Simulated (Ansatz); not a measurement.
**Four-centre ligand exchange**

Start structure (CH8GeO, closed shell), relaxed at PBE0-D4/def2-TZVP:

| atom | x (Å) | y (Å) | z (Å) |
| --- | --- | --- | --- |
| Ge1 | -1.1333 | 1.2614 | 0.1091 |
| O2 | 0.2020 | 0.0860 | 0.0324 |
| C3 | -0.1012 | -1.2340 | -0.3461 |
| H4 | -1.7805 | 1.3701 | -1.2855 |
| H5 | -0.4759 | 2.5730 | 0.5443 |
| H6 | -2.1742 | 0.7647 | 1.1317 |
| H7 | 2.6205 | 0.0645 | 0.5231 |
| H8 | 3.3467 | -0.0759 | 0.6377 |
| H9 | -0.5229 | -1.2874 | -1.3588 |
| H10 | -0.8079 | -1.7113 | 0.3462 |
| H11 | 0.8266 | -1.8111 | -0.3344 |

The step: CH₆GeO ([CH3][O][GeH3]) + H₂ → CH₄O ([CH3][OH]) + GeH₄; bonds formed: Ge1–H8, O2–H7; bonds broken: Ge1–O2, H7–H8. Ansatz 0.2.0; basis: def2-TZVPP and def2-QZVPP; cores frozen in the correlated methods. Filled d shells of the heavier atoms are correlated. The def2 sets are not built for correlating such inner shells, so the correlated values are less sure here. Extrapolation: Hartree–Fock as exp(−7.88 √X), correlation as X^−2.97. Energies below are by CCSD(T) at an estimated basis limit (MP2 extrapolated from triple and quadruple zeta, plus CCSD(T) − MP2 in triple zeta).

Task: What are the electronic barrier and the energy of the step, from the start structure to the end structure? (Judge from chemistry; the value comes from the calculation.)

Result: The calculation gives: Barrier 2.056 eV; step energy -0.040 eV (downhill); reverse barrier, their difference, 2.097 eV. Barrier and step energy count from the start structure, the reverse barrier from the end structure.

The saddle point: One imaginary mode of 1306i cm⁻¹.
| pair | start (Å) | saddle (Å) | end (Å) |
| --- | --- | --- | --- |
| Ge1–H8 | 4.71 | 1.92 | 1.54 |
| O2–H7 | 2.47 | 1.15 | 0.96 |
| Ge1–O2 | 1.78 | 2.00 | 3.19 |
| H7–H8 | 0.75 | 1.09 | 3.05 |

Zero-point energy (harmonic, PBE0-D4): ZPE is 2.101 eV at the start and 2.131 eV at the saddle, so the barrier goes from 2.056 to 2.086 eV.

The T1 diagnostic stays at or below 0.014.

Labels in which every atom is bracketed show which atoms are joined, not bond orders.

For scale, one of the runs: CCSD(T)/def2-TZVPP, 222 basis functions, launched by `ansatz run in.yaml --threads 4 --pin off --events-out ev --progress --plain --max-ram 9574MiB`. Hardware: 4 CPU threads of an Arm Neoverse V1, shared host. Wall time 110 s; peak host memory 3.6 GiB.
